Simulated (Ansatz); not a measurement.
Consider the ligand exchange at the Si–S bond: `[SiH3][S][AlH][SH]` + `O[SiH](F)F` → `F[SiH](F)O[SiH3]` + `[SH][AlH][SH]`.

Gas-phase electronic energies from Ansatz, PBE0-D4/def2-TZVP geometries. CCSD(T)/CBS adds triple-zeta CCSD(T) − MP2 to the extrapolated MP2 energy (def2 sets, frozen cores). This one scheme is used for every species. DFT in def2-TZVPP. Each species was taken in one conformer, which may not be the lowest.

`[SiH3][S][AlH][SH]`:

Z-matrix (Å, degrees):
```
Si
S 1 2.135
H 1 1.482 2 106.6
H 1 1.487 2 111.4 3 -119.2
H 1 1.485 2 111.3 3 119.7
Al 2 2.181 1 102.5 3 177.9
S 6 2.179 2 123.9 1 -5.9
H 6 1.572 2 118.0 1 174.0
H 7 1.344 6 95.6 2 -4.4
```

`O[SiH](F)F`:

```xyz
6

O     0.588    0.460    1.031
Si   -0.115    0.058   -0.365
F    -1.640   -0.315   -0.152
F     0.554   -1.234   -0.992
H     0.609   -0.155    1.766
H     0.004    1.186   -1.288
```

`F[SiH](F)O[SiH3]`:

```xyz
9

F     1.081    2.029    0.803
Si    1.197    0.944   -0.343
F     2.434    0.029    0.024
O    -0.137    0.064   -0.403
Si   -1.257   -0.948    0.249
H     1.447    1.611   -1.622
H    -2.273   -1.223   -0.794
H    -1.892   -0.296    1.420
H    -0.600   -2.210    0.667
```

`[SH][AlH][SH]`:

```xyz
6

S     1.305   -1.621    0.342
Al   -0.015    0.046   -0.126
S    -1.075    0.932    1.558
H     1.666   -1.768   -0.944
H    -0.194    0.580   -1.598
H    -1.688    1.831    0.769
```

| level | ΔE (kJ/mol) |
| --- | --- |
| PBE0 | -33.9 |
| CCSD/def2-TZVPP | -49.3 |

Q: What does CCSD(T)/CBS give? (Best estimate.)

A: The calculation gave: -41.5 kJ/mol. The listed levels differ from it by 7.6, -7.8 kJ/mol.

Largest T1 diagnostic among the species: 0.012.

From PBE to PBE0 (25 % exact exchange), in def2-TZVPP and without D4, ΔE moves by −4.4 kJ/mol. The D4 term adds +6.3 kJ/mol with B3LYP and +3.3 kJ/mol with PBE0; it sums over pairs of atoms, weighted by their polarisabilities, and B3LYP, whose exchange is more repulsive, gets the larger term. In def2-TZVPP, CCSD(T) changes the Hartree–Fock value by +24.5 kJ/mol (the triples alone add +5.1 kJ/mol) and MP2 by +28.7 kJ/mol.

B3LYP here is the variant with VWN-RPA as its local correlation; programs differ in this.
